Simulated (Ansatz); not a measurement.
C2H6Br2Si2, SMILES `C=C[Si]([SiH3])(Br)Br` at its PBE0-D4/def2-TZVP geometry, where that method's forces vanish. Charge 0, multiplicity 1.

```xyz
12

C     1.5930   -1.5521    0.8787
C     1.3318   -0.4172    0.2382
Si   -0.1782   -0.1021   -0.7813
Si   -1.6132    1.5284    0.0750
Br   -1.3349   -1.9907   -1.0001
Br    0.4854    0.5898   -2.7938
H     2.4879   -1.6737    1.4817
H     0.9260   -2.4066    0.8207
H     2.0344    0.4114    0.3202
H    -2.7305    1.7365   -0.8801
H    -2.1429    1.0786    1.3888
H    -0.8587    2.7977    0.2520
```

Question: What forces (eV/Å) does r2SCAN-D4/def2-TZVPP give on these atoms in Ansatz 0.2.0? (Best estimate.)

Answer: The calculation gave: 
```
C1   0.067 -0.187  0.125
C2  -0.058  0.159 -0.098
Si3  0.004  0.033  0.052
Si4 -0.005  0.012  0.012
Br5 -0.059 -0.079 -0.003
Br6  0.036  0.046 -0.092
H7  -0.008 -0.005 -0.005
H8   0.017  0.013  0.005
H9   0.010  0.004  0.004
H10  0.015  0.002  0.020
H11  0.001  0.016 -0.020
H12 -0.020 -0.015  0.000
```
